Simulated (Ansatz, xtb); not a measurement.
A ladder of methods for GeH2O (germanone)

The species is GeH2O (4 atoms), meant as a singlet with charge 0. As SMILES, `[O]=[GeH2]`. The shape comes from GFN2-xTB, which is rough for such elements, and wasn't checked as a minimum.

Quantity: the electronic atomisation energy, in eV. The values are calculated. Electronic energies at fixed atoms, without zero-point motion or spin-orbit coupling.

```tsv
level	kind	program	value (eV)	less FCI/STO-3G	CPU time (all runs)
GFN1-xTB	semi-empirical	xtb	20.15	+8.33	under 2 s
HF/STO-3G	Hartree–Fock	Ansatz	8.14	-3.68	0.28 s
revPBE/STO-3G	GGA	Ansatz	15.25	+3.43	7.1 s
r2SCAN/STO-3G	meta-GGA	Ansatz	15.21	+3.39	25 s
r2SCAN0/STO-3G	hybrid meta-GGA	Ansatz	14.13	+2.31	19 s
CAM-B3LYP/STO-3G	range-separated hybrid	Ansatz	14.83	+3.01	4.9 s
B2PLYP/STO-3G	double hybrid	Ansatz	13.69	+1.87	3.3 s
CCSD/STO-3G	coupled cluster or CI	Ansatz	11.64	-0.18	0.46 s
CCSDTQ/STO-3G	coupled cluster or CI	Ansatz	11.82	0.00	38 s
FCI/STO-3G	full CI, core frozen	Ansatz	11.82	0.00	7.5 s
```

FCI/STO-3G is exact within its basis and frozen core, so for wave-function methods in that basis the difference is their error; functionals converge differently with the basis, so for them it is only a difference. All-electron rows without a relativistic Hamiltonian named are non-relativistic. The values span 8.14 to 20.15 eV. Spin contamination of the reference (⟨S²⟩ at least 0.1 too high) touches revPBE/STO-3G, r2SCAN/STO-3G, r2SCAN0/STO-3G, CAM-B3LYP/STO-3G (up to 0.28 too high). GFN1-xTB: no spin polarisation, so open shells miss the exchange term that lowers them. All rows use very small basis sets, so none should be taken for the real molecule's value. In the correlated wave-function rows the outer d shell of Ge is correlated, in sets not made for it. In so small a basis fixed costs decide the times, and correlated methods can beat functionals. CPU times are rough (shared hosts, several kinds of processor and program).
